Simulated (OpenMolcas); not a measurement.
**La: effect of the basis set**

```yaml
Program: OpenMolcas
Method: "MS-CASPT2, IPEA 0.25 Eh, imaginary shift 0.1 Eh (closed shells correlated: 5s 5p)"
Active_space: 3 electrons in 6 orbitals (5d 6s)
State_averaging: 2S+1 = 2 even, 65 roots; 2S+1 = 4 even, 20 roots kept (CI in the orbitals of an earlier block)
Spin-orbit_coupling: state interaction with AMFI integrals over the reference wave functions, term energies averaged over their components
```

A. ANO-R1 [7s5p4d1f], X2C, finite nucleus; CASPT2 step of the order of 16 core-seconds
B. ANO-RCC-VDZP [7s6p4d2f1g], DKH2, point nucleus; CASPT2 step roughly 40 core-seconds
C. ANO-R2 [8s6p5d2f1g], X2C, finite nucleus; CASPT2 step about 28 core-seconds
D. ANO-RCC-VTZP [8s7p5d3f2g1h], DKH2, point nucleus; CASPT2 step about 70 core-seconds
E. ANO-R3 [9s7p7d3f2g1h], X2C, finite nucleus; CASPT2 step of the order of 110 core-seconds
F. ANO-RCC-VQZP [9s8p6d4f3g2h], DKH2, point nucleus; CASPT2 step about 2.1 core-minutes

Energies in eV above 5d 6s² ²D_3/2, the measured ground level; measured values from NIST Handbook of Basic Atomic Spectroscopic Data.

```json
{"Level": "5d 6s² ²D_3/2", "A": "0.0000", "B": "0.0000", "C": "0.0000", "D": "0.0000", "E": "0.0000", "F": "0.0000", "Measured": "0.0000"}
{"Level": "5d 6s² ²D_5/2", "A": "0.1121", "B": "0.1095", "C": "0.1114", "D": "0.1126", "E": "0.1106", "F": "0.1116", "Measured": "0.1306"}
{"Level": "5d² 6s ⁴F_3/2", "A": "0.351", "B": "0.302", "C": "0.332", "D": "0.307", "E": "0.282", "F": "0.299", "Measured": "0.3308"}
{"Level": "5d² 6s ⁴F_5/2", "A": "0.394", "B": "0.344", "C": "0.374", "D": "0.349", "E": "0.324", "F": "0.340", "Measured": "0.3732"}
{"Level": "5d² 6s ⁴F_7/2", "A": "0.454", "B": "0.403", "C": "0.434", "D": "0.408", "E": "0.383", "F": "0.399", "Measured": "0.4333"}
{"Level": "5d² 6s ⁴F_9/2", "A": "0.531", "B": "0.478", "C": "0.511", "D": "0.485", "E": "0.459", "F": "0.475", "Measured": "0.5110"}
{"Level": "5d² 6s ⁴P_3/2 [70 %]", "A": "1.079", "B": "0.990", "C": "1.035", "D": "1.012", "E": "0.984", "F": "1.005", "Measured": "0.9287"}
{"Level": "5d² 6s ²F_5/2", "A": "1.181", "B": "0.881", "C": "0.918", "D": "0.783", "E": "0.777", "F": "0.728", "Measured": ""}
{"Level": "5d² 6s ²F_7/2", "A": "1.296", "B": "0.996", "C": "1.034", "D": "0.898", "E": "0.891", "F": "0.842", "Measured": "0.9983"}
{"Level": "5d² 6s ²G_7/2", "A": "1.546", "B": "1.285", "C": "1.309", "D": "1.180", "E": "1.164", "F": "1.138", "Measured": "1.2350"}
{"Level": "5d² 6s ²G_9/2", "A": "1.547", "B": "1.286", "C": "1.311", "D": "1.181", "E": "1.164", "F": "1.138", "Measured": "1.2299"}
{"Level": "5d³ ⁴F_3/2", "A": "1.873", "B": "1.517", "C": "1.548", "D": "1.456", "E": "1.425", "F": "1.432", "Measured": "1.5412"}
{"Level": "5d³ ⁴F_5/2", "A": "1.920", "B": "1.564", "C": "1.596", "D": "1.504", "E": "1.473", "F": "1.481", "Measured": "1.5854"}
{"Level": "5d³ ⁴F_7/2", "A": "1.982", "B": "1.624", "C": "1.657", "D": "1.565", "E": "1.534", "F": "1.541", "Measured": "1.6413"}
{"Level": "5d³ ⁴F_9/2", "A": "2.055", "B": "1.693", "C": "1.727", "D": "1.633", "E": "1.601", "F": "1.607", "Measured": "1.7044"}
{"Level": "5d³ ⁴P_1/2", "A": "2.574", "B": "2.148", "C": "2.153", "D": "2.053", "E": "2.007", "F": "2.023", "Measured": "2.0603"}
{"Level": "5d³ ⁴P_3/2", "A": "2.595", "B": "2.164", "C": "2.170", "D": "2.059", "E": "2.018", "F": "2.020", "Measured": "2.0749"}
{"Level": "5d³ ⁴P_5/2", "A": "2.643", "B": "2.216", "C": "2.222", "D": "2.119", "E": "2.076", "F": "2.089", "Measured": "2.1201"}
{"Level": "5d² 6s ²S_1/2", "A": "2.789", "B": "2.224", "C": "2.196", "D": "2.033", "E": "2.034", "F": "1.987", "Measured": "2.1067"}
{"Level": "5d³ ²G_7/2", "A": "2.825", "B": "2.241", "C": "2.238", "D": "2.035", "E": "2.010", "F": "1.968", "Measured": "2.1106"}
{"Level": "5d³ ²G_9/2 [55 %]", "A": "2.841", "B": "2.266", "C": "2.252", "D": "2.049", "E": "2.019", "F": "1.981", "Measured": "2.1252"}
{"Level": "5d³ ²H_9/2 [59 %]", "A": "3.014", "B": "2.440", "C": "2.416", "D": "2.210", "E": "2.177", "F": "2.138", "Measured": ""}
{"Level": "5d³ ²H_11/2", "A": "3.016", "B": "2.448", "C": "2.412", "D": "2.203", "E": "2.166", "F": "2.129", "Measured": ""}
{"Level": "5d³ ²D_3/2 [74 %]", "A": "3.061", "B": "2.390", "C": "2.386", "D": "2.185", "E": "2.159", "F": "2.124", "Measured": ""}
```

Deviations, from unrounded energies. A percentage is the sum of absolute deviations over the sum of measured energies, with the sign that they share, or ± where signs differ.

```json
{"Against measurement": "mean absolute deviation (cm-1)", "Levels": "19", "A": "2600", "B": "440", "C": "430", "D": "410", "E": "590", "F": "640"}
{"Against measurement": "fine structure of the ground term (%)", "Levels": "1", "A": "-14.1", "B": "-16.1", "C": "-14.7", "D": "-13.8", "E": "-15.3", "F": "-14.6"}
{"Against measurement": "other configurations (%)", "Levels": "18", "A": "+24.6", "B": "±4.1", "C": "±3.9", "D": "±3.8", "E": "±5.5", "F": "±6.0"}
```

C, D lie about equally close to measurement and A furthest from it. The largest miss of D in the table is 5d² 6s ²F_7/2, by -810 cm-1. The ranking rests on the paired levels alone, and a cruder setting can come out closer through cancelling errors.

The two smallest mean deviations differ by little beside CASPT2's spread within terms, so their order carries little weight.

Among A to F the level of the table that moves most is 5d³ ²D_3/2 [74 %], by 7600 cm-1 (lowest in F, highest in A). Moves below CASPT2's spread within the term are not significant.

CASPT2 breaks the degeneracy within a term, and the mean is taken; among the terms shown or strongly mixed into the levels shown the widest spread is 1200 cm-1 (5d² 6s ²F, F). Over all roots computed the reference weight is 0.85 to 0.92 in B, 0.85 to 0.91 in C, 0.84 to 0.91 in D, 0.84 to 0.91 in E, 0.83 to 0.91 in F; the roots of lowest weight are the least certain, and an intruder state may touch them. Terms from blocks run as CI alone lack orbitals of their own. Configurations are named by rounded mean occupations; where the s occupation lies near a half they are strongly mixed, a name can repeat and a true partner stay unpaired. A single d shell beside an s shell can misplace configurations of different d count against each other. The CASPT2 spread within a term exceeds the gap to the next term for 5d² 6s ²F and 5d² 6s ⁴P, 5d³ ²H and 5d³ ²D, so the order of their levels is uncertain, and so are names and mixing where such terms share a J (figures for B; the like holds for C, D, E, F). Some levels mix across a computed gap that differs much from the measured one, so their mixing is not that of the real levels (holds for D; E; F). Measured partners are found by configuration, term and J. A level has none where our copy of the source lacks it or the pairing is in doubt (some pairs that miss far off the trend of their configuration count as doubtful), and it then counts in no deviation. Only configurations of the active space appear. Levels that lie high or do not pair safely by name in every column are left out.

A share in square brackets marks a mixed level and gives the weight of the term that names it, the lowest over the columns.
